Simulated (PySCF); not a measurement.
# Correlation energy of Ga⁻ (gallium, charge -1)

Starting occupation: [Ar] 3d10 4s2 4p2, 4p1/2 with m_j = -1/2, +1/2. Computed with PySCF 2.14 in x2c-TZVPPall-2c with one added diffuse shell each of s, p, d type (7s8p5d1f, 63 functions), with X2C-1e with screened-nucleus spin-orbit coupling, Gaussian nucleus. Frozen: [Ar]; 14 electrons correlated; the 6 highest virtual spinors left out.

MP2 pair energies summed by pair of shells (mhartree):

| pair | energy | share (%) |
| --- | --- | --- |
| 3d-3d | -130.13 | 63.9 |
| 4p-4s | -24.40 | 12.0 |
| 3d-4s | -20.06 | 9.9 |
| 4s-4s | -17.30 | 8.5 |
| 3d-4p | -7.28 | 3.6 |
| 4p-4p | -4.43 | 2.2 |

Total MP2 correlation energy: -203.61 mhartree.

| level | correlation energy (mhartree) |
| --- | --- |
| CCSD | -205.69 |
| (T) | -9.32 |
| CCSD(T) | -215.01 |

Diagnostics: T1 = 0.019, largest double amplitude 0.076.

Cost of the coupled-cluster step: 530 s of wall time on 4 threads of Neoverse-V1 (shared host), for 14 occupied and 88 virtual spinors.

The GHF reference relaxed away from the jj start to a determinant that is no pure jj level (⟨S²⟩ = 2.01, ⟨J²⟩ = 1.86); the energies belong to that determinant.

This basis was not built for core-valence correlation, so the inner-shell part is incomplete.
